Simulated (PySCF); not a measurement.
**A survey of $^{29}$Si NMR shifts**

[PySCF: σ from GIAO-PBE0/pcSseg-1; geometry: GFN2-xTB; one computed conformer; no solvent model; no relativistic terms; rapidly exchanging positions averaged]

Shieldings were converted by a linear fit to measured shifts: $^{29}$Si (scatter 8.9 ppm rms, 25.8 ppm with the 6 outliers that the fit left out vs TMS, solution or neat liquid). A few per cent of atoms miss by over 2 rms, more outside the fitted compound classes.

Problem. Give the $^{29}$Si shifts of `N#C[Si@H]([SiH3])OCC(N)=O`, `C=C[SiH2][C@H](C=O)CC`, `C[C@@](F)(CF)[SiH2]CF`.

Solution. 
```
                                                     compound                         environment  δ (ppm)
[N:1]#[C:2][Si@H:3]([SiH3:4])[O:5][CH2:6][C:7]([NH2:8])=[O:9]  Si3: silicon bonded to C, O, Si, H    -48.9
[N:1]#[C:2][Si@H:3]([SiH3:4])[O:5][CH2:6][C:7]([NH2:8])=[O:9]      Si4: silicon bonded to Si, 3 H    -97.8
                                        C=C[SiH2][C@H](C=O)CC          silicon bonded to 2 C, 2 H    -38.1
                                        C[C@@](F)(CF)[SiH2]CF          silicon bonded to 2 C, 2 H    -42.3
```

Problem. Order these by $^{29}$Si shift, lowest first.
A. C=C(C)[Si@@H]1C[C@@H]1OC
B. CC(C)[C@@H]1[SiH2]OC[C@H]1F
C. C/C=C(/C#N)CN[SiH2]P
D. O=S1(=O)CCC(N[SiH3])CC1
E. C=C(OCC)[SiH2]OC(C)=S

Solution. A (-107.8 ppm, silicon bonded to 3 C, H, in a 3-membered ring), D (-54.4 ppm, silicon bonded to N, 3 H), E (-40.6 ppm, silicon bonded to C, O, 2 H), C (-31.6 ppm, silicon bonded to N, P, 2 H), B (-3.5 ppm, silicon bonded to C, O, 2 H, in a 5-membered ring).
